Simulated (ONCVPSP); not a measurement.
## Transferability test, ONCV potential for beryllium (Be)

- Element: Be (Z = 4)
- Generator: ONCVPSP 4.0.1
- Type: optimised norm-conserving Vanderbilt (ONCV)
- Functional: PBEsol
- Relativity: scalar-relativistic
- Frozen core: [He]
- Valence charge: 2
- Reference configuration: 2s2
- Partial waves: 2s: rc 2.20 bohr, ncon 3, nbas 7, qcut 2.7 1/bohr, 1 projector; p scattering state at 0.23 Ha: rc 2.20 bohr, ncon 4, nbas 8, qcut 3.9 1/bohr, local; d scattering state at 0.29 Ha: rc 2.25 bohr, ncon 4, nbas 9, qcut 4.1 1/bohr, 2 projectors, debl 0.4 Ha
- Local potential: the p channel
- Core correction: Teter function, fcfact 2, rcfact 1.1

In the p channel the program set the typed energies aside and used 0.050 Ha.

Energies are relative to the spin-unpolarised reference configuration 2s2; without spin polarisation the order of configurations can differ from experiment.

Q: Give the all-electron excitation energy and the error of the potential for: 2s1; 2s1.5; 2s1 2p1; 2s0 2p1.

A:

| valence configuration | charge | ΔE all-electron (eV) | error AE − PS (meV) |
| --- | --- | --- | --- |
| 2s1 | +1 | 9.458 | +0.6 |
| 2s1.5 | +0.5 | 3.721 | +0.5 |
| 2s1 2p1 | 0 | 3.594 | -10 |
| 2s0 2p1 | +1 | 13.364 | -67 |
